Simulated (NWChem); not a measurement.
# LaCl$_{2}$ cation; SMILES [Cl][La+][Cl]

Program: NWChem. Structure relaxed at the PBE0/def2-SVP level. This spin state was assumed; another may lie lower. def2 effective core potentials on La; no spin-orbit coupling. Level: PBE0/def2-SVPD; rows give the wavelength of the field.

```
field    isotropic polarisability (bohr³)  anisotropy (bohr³)
-------  --------------------------------  ------------------
static                               60.2                39.6
1065 nm                              61.0                40.5
589 nm                               62.7                42.6
```
